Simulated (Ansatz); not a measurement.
Compare A (`F[SiH](Cl)C[SiH3]`) with its isomer B (`C[SiH](Cl)[SiH2]F`).

Program: Ansatz. Geometries: PBE0-D4/def2-TZVP. ΔE: electronic, gas phase. CCSD(T)/CBS is the MP2 limit (def2-TZVPP, def2-QZVPP) plus CCSD(T) − MP2 in def2-TZVPP, frozen cores. DFT in def2-TZVPP. B3LYP here is the variant with VWN-RPA as its local correlation; programs differ in this. One conformer a species, not always the lowest.

Question: Which isomer does CCSD(T)/CBS put lower? Give the gap. (Estimate.)

Answer: Ansatz gave: A, by 31.8 kJ/mol.

Question: Give E(B) − E(A) in kJ/mol with MP2/def2-TZVPP, B3LYP, HF/def2-TZVPP, PBE0-D4, B3LYP-D4, CCSD/def2-TZVPP, r2SCAN-D4. (An estimate is asked.)

Answer: Computed: MP2/def2-TZVPP 39.1, B3LYP 25.0, HF/def2-TZVPP 33.9, PBE0-D4 23.3, B3LYP-D4 26.0, CCSD/def2-TZVPP 34.3, r2SCAN-D4 29.4. None reverses the order clearly.

Largest T1 diagnostic: 0.011.

From PBE to PBE0 (25 % exact exchange), in def2-TZVPP and without D4, E(B) − E(A) moves by +4.9 kJ/mol.
